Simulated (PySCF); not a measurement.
**Building multiplets from coupling constants**

Atom-mapped SMILES (the numbers label the heavy atoms): `[CH2:1]=[CH:2][C:3]([F:4])=[C:5]([F:6])[F:7]`; H(Xn) means a hydrogen on atom n. Ha(C1) is cis to C3; Hb(C1) is trans to C3.

PySCF 2.14 calculation with geometry from PBE0-D3(BJ)/def2-SVP, PBE/pcSseg-2 with gauge-including orbitals and spin–spin couplings from B3LYP/pcJ-1 (spin–dipole term only in couplings to heteroatoms); non-relativistic, single conformer, isolated molecule.

Shifts are taken against calculated references (same method and geometry level): TMS for ¹H (σ = 31.18 ppm); ¹⁹F (σ = 142.93 ppm) against CFCl3.

Spectrometer: 400 MHz for ¹H. First-order analysis; couplings under 1 Hz (under 4 Hz in carbon signals) are ignored, and nearly equal couplings are merged; the smaller ones broaden or split the lines further.

(1) What pattern does Hb(C1) show (¹H)?

(2) What pattern does F6 show (¹⁹F)?

## Answers

(1) A doublet of triplets of doublets at δ 5.30: 12.8 Hz to H(C2) (1 × ¹H, 3 bonds away), 3.1 Hz to F4 and F7 (2 × ¹⁹F, 4 or 5 bonds away), 1.3 Hz to Ha(C1) (1 × ¹H, 2 bonds away). Lines in Hz from the centre (relative intensity): +10.2 (1), +8.8 (1), +7.0 (2), +5.8 (2), +4.0 (1), +2.6 (1), -2.6 (1), -4.0 (1), -5.8 (2), -7.0 (2), -8.8 (1), -10.2 (1). The outer lines are 20.3 Hz apart, the sum of the couplings kept, or 0.051 ppm at this field.

(2) A doublet of doublets of triplets at δ -114.7: 60.6 Hz to F4 (1 × ¹⁹F, 3 bonds away), 45.1 Hz to F7 (1 × ¹⁹F, 2 bonds away), 1.6 Hz to H(C2) and Ha(C1) (2 × ¹H, 4 or 5 bonds away). Lines in Hz from the centre (relative intensity): +54.5 (1), +52.9 (2), +51.2 (1), +9.3 (1), +7.8 (2), +6.2 (1), -6.2 (1), -7.8 (2), -9.3 (1), -51.2 (1), -52.9 (2), -54.5 (1). The outer lines are 108.9 Hz apart, the sum of the couplings kept, or 0.289 ppm at this field.

Unscaled 3J(H,H) at this level run about 10 % above measured values.
